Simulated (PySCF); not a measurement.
Continuum solvent and chemical shifts

Mapped SMILES: `[CH3:1]/[C:2](=[CH:3]\[O-:4])[C@@H:5]1[CH2:6][CH2:7][C@@H:8]1[C:9]([F:10])([F:11])[F:12]`. Hydrogens are named by the atom that carries them. Ha(C6), Ha(C7) are cis to C2 on the ring; Hb(C6), Hb(C7) are trans to C2 on the ring.

GIAO PBE0/pcSseg-1 in PySCF on one PBE0-D3(BJ)/def2-SVP conformer, non-relativistic, equivalent nuclei averaged. Solvents enter as an IEF-PCM continuum (cyclohexane with ε = 2.0, chloroform with ε = 4.7) around the gas-phase geometry. Shifts are referred to TMS, CFCl3 computed in the same medium.

In cyclohexane, δ in ppm: C3 167.6, C9 138.3, C2 80.2, C8 50.4, C5 50.1, C6 29.4, C7 19.3, C1 10.7, F10/F11/F12 -79.3, H(C3) 7.89, H(C5) 2.94, Ha(C6) 2.70, H(C8) 2.09, H(C1) 1.70. Dipole moment 10.93 D.

(1) How does each δ change in the more polar medium?

(2) Which nuclei move most (in ppm), and what does the model miss?

Answers

(1) 
```tsv
atoms	environment	Δδ, chloroform
C3	alkene CH	-0.3
C9	CF3 carbon	+0.4
C2	fully substituted alkene carbon	+2.7
C8	sp3 CH in a ring	-0.2
C5	allylic sp3 CH	-1.1
C6	sp3 CH2 in a ring	+0.1
C7	sp3 CH2 in a ring	+0.2
C1	allylic methyl carbon	0.0
F10/F11/F12	fluorine of a CF3 group	+0.7
H(C3)	hydrogen on an alkene CH	-0.05
H(C5)	hydrogen on an allylic sp3 CH	0.00
Ha(C6)	hydrogen on an sp3 CH2 in a ring	-0.04
H(C8)	hydrogen on an sp3 CH in a ring	+0.15
H(C1)	hydrogen on an allylic methyl carbon	-0.01
```

Changes are relative to cyclohexane. The dipole moment becomes 11.85 D in chloroform.

(2) C2 (fully substituted alkene carbon, +2.7 ppm) in chloroform. A continuum only polarises the solute; specific hydrogen bonds, the anisotropy of aromatic solvents and changes of geometry or conformer are outside it, as are counter-ions.
